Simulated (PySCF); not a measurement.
C2H2F3, SMILES [CH2]C(F)(F)F, multiplicity 2. Coordinates come from a PBE-D3(BJ)/def2-SVP optimisation. The isomer is the one that the SMILES or the coordinates give; other isomers of the formula were not compared.

Calculation: PBE-D3(BJ)/def2-SVP in PySCF 2.14.0.

Harmonic wavenumbers (cm⁻¹): 113, 330, 359, 494, 518, 590, 603, 844, 894, 1091, 1210, 1261, 1387, 3113, 3245. Rotational constants (GHz): 5.454, 5.400, 5.270; symmetry number 1.

**Question.** Work out the zero-point energy and the ideal-gas rigid-rotor harmonic-oscillator thermochemistry at 298.15 K and 1 atm.

**Answer.** ZPE = ½ Σ hcν = ½ × 16051 cm⁻¹ = 96.01 kJ/mol. H − E(el) = 112.21 kJ/mol. Entropy in J/(mol K): translation 163.86, rotation 105.19, vibration 34.62, spin 5.76, total 309.44. G − E(el) = 19.95 kJ/mol. Cp = 81.45 J/(mol K). Modes under 150 cm⁻¹ make the vibrational entropy uncertain.
